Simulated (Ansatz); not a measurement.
The Al1–H2 bond of CH6AlN (SMILES [CH3][AlH][NH2]) is stretched (multiplicity 1, the rest rigid).
Geometry at rest (charge 0, multiplicity 1):
```xyz
9

Al    -0.27445    -0.28121    -0.33029
H     -1.12315    -1.12234    -1.36565
C      0.13996     1.61436    -0.55557
H      0.69356     1.78924    -1.48299
H      0.73697     2.01501     0.26678
H     -0.77389     2.21218    -0.62371
N      0.31278    -1.15024     1.10030
H      0.86353    -0.74692     1.84233
H      0.14164    -2.12599     1.28831
```

Frozen-core correlation.

Codes used: Ansatz (Gaussian basis) for Hartree–Fock, density functionals and correlated methods. Each number belongs to the level named beside it.

FIC-MRCISD+Q on CASSCF(2,2)/cc-pV(D+d)Z, total energies (hartree):

| R (Å) | CASSCF | MRCISD | weight c² of the reference |
|---|---|---|---|
| 1.581 | -337.786144 | -338.158255 | 0.88663 |
| 2.767 | -337.702775 | -338.066337 | 0.88830 |
| 5.059 | -337.661126 | -338.022623 | 0.88834 |

### Question
Add the Davidson correction (E_MRCISD − E_CASSCF)(1 − c²)/c² and give the energies above the first point at the three levels.

### Answer

Corrections (hartree): -0.047580, -0.045718, -0.045439. Above the first point (kcal/mol):
- R = 2.767 Å: CASSCF 52.3, MRCISD 57.7, with the correction 58.8
- R = 5.059 Å: CASSCF 78.4, MRCISD 85.1, with the correction 86.5

Ansatz is a quantum-chemistry and plane-wave program.
